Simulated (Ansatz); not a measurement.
Ansatz (a quantum-chemistry and plane-wave program) input for Bi(Et)(OH)2 (C2H7BiO2), SMILES C[CH2][Bi]([OH])[OH], B3LYP-D3(BJ)/def2-SVP. 

Ansatz 0.2 input:
```yaml
crystal:
  periodic: [false, false, false]
  atoms:
    - {symbol: Bi, position_ang: [-0.02687448, 0.06357161, 0.49396049]}
    - {symbol: C, position_ang: [0.33629510, -1.60134833, -1.01013438]}
    - {symbol: C, position_ang: [-0.10144397, -1.24106592, -2.41750342]}
    - {symbol: H, position_ang: [-0.19919651, -2.48035723, -0.66170631]}
    - {symbol: H, position_ang: [1.40115710, -1.81578902, -0.98269657]}
    - {symbol: H, position_ang: [0.44551415, -0.37321694, -2.78470261]}
    - {symbol: H, position_ang: [-1.16561144, -1.01458656, -2.43619651]}
    - {symbol: H, position_ang: [0.08159024, -2.06477039, -3.10804340]}
    - {symbol: O, position_ang: [-1.51202426, 0.95541923, -0.64396074]}
    - {symbol: H, position_ang: [-1.19787122, 1.13591692, -1.52844020]}
    - {symbol: O, position_ang: [1.49961182, 1.20774849, -0.31484713]}
    - {symbol: H, position_ang: [1.55519237, 1.08550286, -1.26064495]}
basis:
  gaussian:
    orbitals: def2-SVP
hamiltonian:
  xc: b3lyp
  dispersion: d3bj
relax: {f_tol: 0.002, max_steps: 200}
```

Program output:

```
WARN ansatz: RAYON_NUM_THREADS=1 ignored (pool sized by the plan → 1); use --threads N
Functional definition: B3LYP
integrals: 0.09 GiB planned
1357 factors; integrals over basis functions are off by at most 4.0e-4 eV
mean field: 0.58 GiB planned
mean field evaluation 1: about -12101.5880 eV, gradient 9.3e1 eV
mean field evaluation 2: about -12048.9835 eV, gradient 1.7e2 eV
mean field evaluation 4: about -12119.2893 eV, gradient 1.6e1 eV
mean field evaluation 8: about -12119.9100 eV, gradient 3.2e-1 eV
mean field evaluation 16: about -12119.9103 eV, gradient 2.1e-5 eV
mean field -12119.91029246 eV, -445.3984880775 hartree, gradient 2.2e-5 eV, S^2 0.000000; 0 other end points of the search recorded, 0 dependent functions left out
the calculation of the forces begins
reference -12119.91053199 eV, -445.3984968803 hartree; 29, 29 occupied and 88, 88 virtual orbitals, 1357 factors
relax step   1: F+E_penalty+E_count = -12120.42193400 eV  Δ(F+E_penalty+E_count) = +0.000e0 eV  max|allowed force component| = 9.070e-1 eV/Å  Δτ_max = 0.0000 Å  (28 SCF iters, accepted)
these checks for a lower state are left out or cut short: starts, cluster_reference, orbital_swaps, neighbouring_geometries, increment
integrals: 0.09 GiB planned
1357 factors; integrals over basis functions are off by at most 4.4e-4 eV
mean field: 0.58 GiB planned
[...]
mean field: 0.58 GiB planned
mean field evaluation 64: about -12120.0243 eV, gradient 2.8e-4 eV
mean field -12120.02426139 eV, -445.4026763585 hartree, gradient 7.6e-6 eV, S^2 0.000000; 0 other end points of the search recorded, 0 dependent functions left out
the calculation of the forces begins
reference -12120.02450343 eV, -445.4026852532 hartree; 29, 29 occupied and 88, 88 virtual orbitals, 1357 factors
relax step   8: F+E_penalty+E_count = -12120.52526061 eV  Δ(F+E_penalty+E_count) = +1.177e-4 eV  max|allowed force component| = 3.963e-2 eV/Å  Δτ_max = 0.0348 Å  (32 SCF iters, rejected (line search))
these checks for a lower state are left out or cut short: starts, cluster_reference, orbital_swaps, neighbouring_geometries, increment
integrals: 0.09 GiB planned
1357 factors; integrals over basis functions are off by at most 4.5e-4 eV
mean field: 0.58 GiB planned
mean field -12120.02469287 eV, -445.4026922151 hartree, gradient 7.5e-6 eV, S^2 0.000000; 0 other end points of the search recorded, 0 dependent functions left out
the calculation of the forces begins
reference -12120.02493515 eV, -445.4027011189 hartree; 29, 29 occupied and 88, 88 virtual orbitals, 1357 factors
relax step   9: F+E_penalty+E_count = -12120.52562624 eV  Δ(F+E_penalty+E_count) = -2.480e-4 eV  max|allowed force component| = 7.947e-3 eV/Å  Δτ_max = 0.0174 Å  (33 SCF iters, accepted)
these checks for a lower state are left out or cut short: starts, cluster_reference, orbital_swaps, neighbouring_geometries, increment
integrals: 0.09 GiB planned
1357 factors; integrals over basis functions are off by at most 4.5e-4 eV
mean field: 0.58 GiB planned
mean field -12120.02451009 eV, -445.4026854980 hartree, gradient 7.7e-6 eV, S^2 0.000000; 0 other end points of the search recorded, 0 dependent functions left out
the calculation of the forces begins
reference -12120.02475218 eV, -445.4026943947 hartree; 29, 29 occupied and 88, 88 virtual orbitals, 1357 factors
relax step  10: F+E_penalty+E_count = -12120.52578648 eV  Δ(F+E_penalty+E_count) = -1.602e-4 eV  max|allowed force component| = 6.777e-2 eV/Å  Δτ_max = 0.0423 Å  (32 SCF iters, accepted)
these checks for a lower state are left out or cut short: starts, cluster_reference, orbital_swaps, neighbouring_geometries, increment
integrals: 0.09 GiB planned
1357 factors; integrals over basis functions are off by at most 4.5e-4 eV
mean field: 0.58 GiB planned
mean field -12120.02451693 eV, -445.4026857496 hartree, gradient 7.4e-6 eV, S^2 0.000000; 0 other end points of the search recorded, 0 dependent functions left out
the calculation of the forces begins
reference -12120.02475893 eV, -445.4026946430 hartree; 29, 29 occupied and 88, 88 virtual orbitals, 1357 factors
relax step  11: F+E_penalty+E_count = -12120.52582788 eV  Δ(F+E_penalty+E_count) = -4.140e-5 eV  max|allowed force component| = 4.268e-2 eV/Å  Δτ_max = 0.0106 Å  (33 SCF iters, accepted)
these checks for a lower state are left out or cut short: starts, cluster_reference, orbital_swaps, neighbouring_geometries, increment
integrals: 0.09 GiB planned
1357 factors; integrals over basis functions are off by at most 4.5e-4 eV
mean field: 0.58 GiB planned
mean field -12120.02471642 eV, -445.4026930806 hartree, gradient 1.6e-5 eV, S^2 0.000000; 0 other end points of the search recorded, 0 dependent functions left out
the calculation of the forces begins
reference -12120.02495848 eV, -445.4027019760 hartree; 29, 29 occupied and 88, 88 virtual orbitals, 1357 factors
relax step  12: F+E_penalty+E_count = -12120.52593403 eV  Δ(F+E_penalty+E_count) = -1.061e-4 eV  max|allowed force component| = 1.880e-2 eV/Å  Δτ_max = 0.0051 Å  (25 SCF iters, accepted)
these checks for a lower state are left out or cut short: starts, cluster_reference, orbital_swaps, neighbouring_geometries, increment
integrals: 0.09 GiB planned
1357 factors; integrals over basis functions are off by at most 4.5e-4 eV
mean field: 0.58 GiB planned
mean field evaluation 96: about -12120.0245 eV, gradient 6.9e-4 eV
mean field -12120.02450688 eV, -445.4026853802 hartree, gradient 1.5e-5 eV, S^2 0.000000; 0 other end points of the search recorded, 0 dependent functions left out
the calculation of the forces begins
reference -12120.02474886 eV, -445.4026942728 hartree; 29, 29 occupied and 88, 88 virtual orbitals, 1357 factors
relax step  13: F+E_penalty+E_count = -12120.52597391 eV  Δ(F+E_penalty+E_count) = -3.989e-5 eV  max|allowed force component| = 8.619e-3 eV/Å  Δτ_max = 0.0094 Å  (25 SCF iters, accepted)
these checks for a lower state are left out or cut short: starts, cluster_reference, orbital_swaps, neighbouring_geometries, increment
integrals: 0.09 GiB planned
1357 factors; integrals over basis functions are off by at most 4.5e-4 eV
mean field: 0.58 GiB planned
mean field -12120.02445254 eV, -445.4026833831 hartree, gradient 7.5e-6 eV, S^2 0.000000; 0 other end points of the search recorded, 0 dependent functions left out
the calculation of the forces begins
reference -12120.02469444 eV, -445.4026922730 hartree; 29, 29 occupied and 88, 88 virtual orbitals, 1357 factors
relax step  14: F+E_penalty+E_count = -12120.52600771 eV  Δ(F+E_penalty+E_count) = -3.380e-5 eV  max|allowed force component| = 7.572e-3 eV/Å  Δτ_max = 0.0117 Å  (33 SCF iters, accepted)
these checks for a lower state are left out or cut short: starts, cluster_reference, orbital_swaps, neighbouring_geometries, increment
integrals: 0.09 GiB planned
1357 factors; integrals over basis functions are off by at most 4.5e-4 eV
mean field: 0.58 GiB planned
mean field -12120.02433750 eV, -445.4026791554 hartree, gradient 7.4e-6 eV, S^2 0.000000; 0 other end points of the search recorded, 0 dependent functions left out
the calculation of the forces begins
reference -12120.02457928 eV, -445.4026880409 hartree; 29, 29 occupied and 88, 88 virtual orbitals, 1357 factors
relax step  15: F+E_penalty+E_count = -12120.52602977 eV  Δ(F+E_penalty+E_count) = -2.206e-5 eV  max|allowed force component| = 2.376e-2 eV/Å  Δτ_max = 0.0182 Å  (33 SCF iters, accepted)
these checks for a lower state are left out or cut short: starts, cluster_reference, orbital_swaps, neighbouring_geometries, increment
integrals: 0.09 GiB planned
1357 factors; integrals over basis functions are off by at most 4.5e-4 eV
mean field: 0.58 GiB planned
mean field -12120.02433947 eV, -445.4026792278 hartree, gradient 2.1e-5 eV, S^2 0.000000; 0 other end points of the search recorded, 0 dependent functions left out
the calculation of the forces begins
reference -12120.02458124 eV, -445.4026881129 hartree; 29, 29 occupied and 88, 88 virtual orbitals, 1357 factors
relax step  16: F+E_penalty+E_count = -12120.52603775 eV  Δ(F+E_penalty+E_count) = -7.987e-6 eV  max|allowed force component| = 1.475e-2 eV/Å  Δτ_max = 0.0034 Å  (24 SCF iters, accepted)
these checks for a lower state are left out or cut short: starts, cluster_reference, orbital_swaps, neighbouring_geometries, increment
integrals: 0.09 GiB planned
1357 factors; integrals over basis functions are off by at most 4.5e-4 eV
mean field: 0.58 GiB planned
mean field -12120.02430690 eV, -445.4026780312 hartree, gradient 1.3e-5 eV, S^2 0.000000; 0 other end points of the search recorded, 0 dependent functions left out
the calculation of the forces begins
reference -12120.02454864 eV, -445.4026869147 hartree; 29, 29 occupied and 88, 88 virtual orbitals, 1357 factors
relax step  17: F+E_penalty+E_count = -12120.52604596 eV  Δ(F+E_penalty+E_count) = -8.202e-6 eV  max|allowed force component| = 2.707e-3 eV/Å  Δτ_max = 0.0079 Å  (25 SCF iters, accepted)
these checks for a lower state are left out or cut short: starts, cluster_reference, orbital_swaps, neighbouring_geometries, increment
integrals: 0.09 GiB planned
1357 factors; integrals over basis functions are off by at most 4.5e-4 eV
mean field: 0.58 GiB planned
mean field evaluation 128: about -12120.0243 eV, gradient 4.1e-4 eV
mean field -12120.02428159 eV, -445.4026771010 hartree, gradient 2.5e-5 eV, S^2 0.000000; 0 other end points of the search recorded, 0 dependent functions left out
the calculation of the forces begins
reference -12120.02452329 eV, -445.4026859833 hartree; 29, 29 occupied and 88, 88 virtual orbitals, 1357 factors
relax step  18: F+E_penalty+E_count = -12120.52604619 eV  Δ(F+E_penalty+E_count) = -2.296e-7 eV  max|allowed force component| = 2.630e-3 eV/Å  Δτ_max = 0.0062 Å  (24 SCF iters, accepted)
these checks for a lower state are left out or cut short: starts, cluster_reference, orbital_swaps, neighbouring_geometries, increment
integrals: 0.09 GiB planned
1357 factors; integrals over basis functions are off by at most 4.5e-4 eV
mean field: 0.58 GiB planned
mean field -12120.02427085 eV, -445.4026767061 hartree, gradient 6.0e-5 eV, S^2 0.000000; 0 other end points of the search recorded, 0 dependent functions left out
the calculation of the forces begins
reference -12120.02451253 eV, -445.4026855879 hartree; 29, 29 occupied and 88, 88 virtual orbitals, 1357 factors
relax step  19: F+E_penalty+E_count = -12120.52604770 eV  Δ(F+E_penalty+E_count) = -1.519e-6 eV  max|allowed force component| = 1.329e-3 eV/Å  Δτ_max = 0.0017 Å  (21 SCF iters, accepted)
integrals: 0.09 GiB planned
1357 factors; integrals over basis functions are off by at most 4.5e-4 eV
mean field: 0.58 GiB planned
mean field -12120.02427085 eV, -445.4026767061 hartree, gradient 6.0e-5 eV, S^2 0.000000; 1 other end points of the search recorded, 0 dependent functions left out
the calculation of the forces begins
reference -12120.02451253 eV, -445.4026855879 hartree; 29, 29 occupied and 88, 88 virtual orbitals, 1357 factors
Total energy: -12120.52628939 eV, -445.4211255473 hartree
Atom 0 at    -0.025625     0.111705     0.474812 Å, force    -0.000217    -0.000295    -0.001329 eV/Å
Atom 1 at     0.351064    -1.619035    -1.015977 Å, force     0.000488    -0.000034    -0.000382 eV/Å
Atom 2 at    -0.077802    -1.240484    -2.427689 Å, force     0.000074     0.000843     0.001022 eV/Å
Atom 3 at    -0.205454    -2.492899    -0.639510 Å, force    -0.000262    -0.000262     0.000177 eV/Å
Atom 4 at     1.426815    -1.851883    -0.947872 Å, force     0.000061    -0.000048    -0.000378 eV/Å
Atom 5 at     0.500767    -0.381105    -2.809630 Å, force     0.000197    -0.000276     0.000133 eV/Å
Atom 6 at    -1.141077    -0.955246    -2.451529 Å, force    -0.000071    -0.000111     0.000003 eV/Å
Atom 7 at     0.069515    -2.069408    -3.141284 Å, force    -0.000001    -0.000279     0.000142 eV/Å
Atom 8 at    -1.669217     0.888940    -0.606803 Å, force     0.000018     0.000669    -0.000355 eV/Å
Atom 9 at    -1.364121     1.221836    -1.464599 Å, force    -0.000215    -0.000296     0.000714 eV/Å
Atom 10 at     1.482368     1.311679    -0.390264 Å, force     0.000149    -0.000140    -0.000312 eV/Å
Atom 11 at     1.769105     0.932923    -1.234569 Å, force    -0.000219     0.000228     0.000565 eV/Å
Dipole moment:     0.191083    -0.507807    -0.003475 e Å
```

The run converged.
